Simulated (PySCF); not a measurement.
**`C1CCC([C@@H]2CO[SiH2]O2)C1`: 4 charge schemes on one density**

Compound: C7H14O2Si.
Numbering: `[CH2:1]1[CH2:2][CH2:3][CH:4]([C@@H:5]2[CH2:6][O:7][SiH2:8][O:9]2)[CH2:10]1` (hydrogens: H11, H12 on C1; H13, H14 on C2; H15, H16 on C3; H17 on C4; H18 on C5; H19, H20 on C6; H21, H22 on Si8; H23, H24 on C10)

Structure used (GFN2-xTB), in Å, numbered top down from 1:
```
atom  x, y, z in Å
C1    -2.556    0.233   -0.270
C2    -1.818    0.570    1.021
C3    -0.669   -0.441    1.054
C4    -0.352   -0.766   -0.421
C5     1.069   -0.374   -0.848
C6     2.163   -1.093   -0.015
O7     2.832   -0.151    0.770
Si8    2.427    1.387    0.379
O9     1.278    1.006   -0.718
C10   -1.410   -0.011   -1.245
H11   -3.141   -0.680   -0.141
H12   -3.222    1.030   -0.596
H13   -2.454    0.503    1.903
H14   -1.420    1.583    0.956
H15    0.199   -0.039    1.573
H16   -0.982   -1.346    1.577
H17   -0.444   -1.843   -0.593
H18    1.189   -0.621   -1.911
H19    1.724   -1.847    0.644
H20    2.889   -1.581   -0.673
H21    3.520    2.074   -0.293
H22    1.871    2.050    1.548
H23   -1.714   -0.569   -2.130
H24   -0.992    0.945   -1.562
```

Density: PBE0/pcSseg-1 (PySCF); schemes: Mulliken, IAO, Hirshfeld and ESP-fitted. Isolated species at its GFN2-xTB geometry (one conformer only).

Which atoms carry the lowest charge in the Mulliken, IAO, Hirshfeld and ESP-fitted schemes?

The schemes don't all agree: Mulliken O7 (-0.629); IAO O9 (-0.656); Hirshfeld O7 (-0.244); ESP-fitted O7 (-0.487).

Which atoms carry the highest charge in the Mulliken, IAO, Hirshfeld and ESP-fitted schemes?

All schemes agree: Mulliken Si8 (+0.966); IAO Si8 (+1.213); Hirshfeld Si8 (+0.466); ESP-fitted Si8 (+0.834).

Give the atomic charges in each scheme.

In e:

| atom | environment | Mulliken | IAO | Hirshfeld | ESP-fitted |
| --- | --- | --- | --- | --- | --- |
| C1 | ring CH2 carbon | -0.226 | -0.257 | -0.071 | -0.015 |
| C2 | ring CH2 carbon | -0.204 | -0.257 | -0.070 | -0.135 |
| C3 | ring CH2 carbon | -0.183 | -0.268 | -0.072 | +0.086 |
| C4 | sp3 CH carbon | -0.322 | -0.124 | -0.031 | +0.094 |
| C5 | sp3 carbon bound to oxygen | +0.038 | +0.071 | +0.044 | +0.019 |
| C6 | sp3 carbon bound to oxygen | +0.153 | -0.072 | +0.001 | +0.118 |
| O7 | silyl ether oxygen | -0.629 | -0.653 | -0.244 | -0.487 |
| Si8 | oxygen-bound silicon | +0.966 | +1.213 | +0.466 | +0.834 |
| O9 | silyl ether oxygen | -0.623 | -0.656 | -0.226 | -0.446 |
| C10 | ring CH2 carbon | -0.141 | -0.267 | -0.076 | -0.092 |
| H11 | methylene hydrogen | +0.108 | +0.125 | +0.034 | +0.020 |
| H12 | methylene hydrogen | +0.119 | +0.135 | +0.039 | +0.019 |
| H13 | methylene hydrogen | +0.117 | +0.134 | +0.037 | +0.027 |
| H14 | methylene hydrogen | +0.117 | +0.132 | +0.035 | +0.053 |
| H15 | methylene hydrogen | +0.134 | +0.128 | +0.031 | -0.019 |
| H16 | methylene hydrogen | +0.118 | +0.134 | +0.036 | +0.004 |
| H17 | methine hydrogen | +0.120 | +0.125 | +0.035 | -0.011 |
| H18 | methine hydrogen | +0.117 | +0.132 | +0.037 | +0.064 |
| H19 | methylene hydrogen | +0.122 | +0.140 | +0.042 | +0.028 |
| H20 | methylene hydrogen | +0.115 | +0.135 | +0.039 | +0.057 |
| H21 | Si–H hydrogen | -0.126 | -0.161 | -0.078 | -0.137 |
| H22 | Si–H hydrogen | -0.137 | -0.162 | -0.075 | -0.136 |
| H23 | methylene hydrogen | +0.116 | +0.132 | +0.035 | +0.016 |
| H24 | methylene hydrogen | +0.131 | +0.141 | +0.031 | +0.043 |

Mean size of the charges over all atoms: IAO 0.240 e, Mulliken 0.216 e, ESP-fitted 0.123 e, Hirshfeld 0.079 e. Each set sums to the total charge, 0, to within 0.002 e. The IAO scheme projects the occupied orbitals on a minimal set of polarised atomic orbitals and counts the electrons in each atom's part of it. The Hirshfeld scheme weights the molecular density at each point by an atom's share of the summed free-atom densities.

Sum the charges by element, for elements with more than one atom.

| element | atoms | Mulliken | IAO | Hirshfeld | ESP-fitted |
| --- | --- | --- | --- | --- | --- |
| C | 7 | -0.884 | -1.174 | -0.275 | +0.075 |
| O | 2 | -1.252 | -1.309 | -0.471 | -0.933 |
| H | 14 | +1.170 | +1.270 | +0.278 | +0.025 |

How closely do the schemes follow one another over all atoms?

Correlation coefficient and root-mean-square difference: IAO with Hirshfeld 0.99, 0.223 e; Mulliken with IAO 0.97, 0.088 e; Mulliken with Hirshfeld 0.97, 0.184 e; Hirshfeld with ESP-fitted 0.95, 0.116 e; IAO with ESP-fitted 0.91, 0.168 e; Mulliken with ESP-fitted 0.89, 0.142 e.

These values come from a run that also computed NMR shieldings. Time: 49 s of wall time. Hardware: one thread, Arm Neoverse V2 (shared host).
